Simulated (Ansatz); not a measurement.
Input for Ansatz (an electronic-structure program): U-B3LYP/cc-pV(T+d)Z on AlH3O2 (SMILES [OH][AlH][OH]), a point of a bond scan (R = 4.225 Å). Files ending in .json are basis or fitting sets from the Basis Set Exchange.

Ansatz 0.2 input:
```yaml
crystal:
  periodic: [false, false, false]
  atoms:
    - {symbol: Al, position_ang: [-0.35083796, -0.22531071, -0.18690700]}
    - {symbol: H, position_ang: [-3.58031555, -2.35425437, -1.88631962]}
    - {symbol: O, position_ang: [-0.12879702, 1.39194619, -0.63416865]}
    - {symbol: H, position_ang: [0.57601648, 1.94766290, -0.29821585]}
    - {symbol: O, position_ang: [0.73397506, -0.91514665, 0.92276728]}
    - {symbol: H, position_ang: [0.69039347, -1.81921166, 1.23553693]}
basis:
  gaussian:
    orbitals: cc-pV_T+d_Z.json
hamiltonian:
  xc: {name: B3LYP}
magnetization: {spin_polarized: true, initial_magnetization: 0}
```

The head of its log:

```
WARN ansatz: RAYON_NUM_THREADS=1 ignored (pool sized by the plan → 1); use --threads N
Functional definition: B3LYP
integrals: 0.04 GiB planned
825 factors; their error is unknown
mean field: 0.55 GiB planned
mean field evaluation 1: about -10725.9785 eV, gradient 6.0e1 eV
mean field evaluation 2: about -10682.1191 eV, gradient 1.1e2 eV
```

Problem. What total energy does the run end on?

Solution. -394.7534 hartree. Its determinant has ⟨S²⟩ = 0.97, a mixture of spin states.
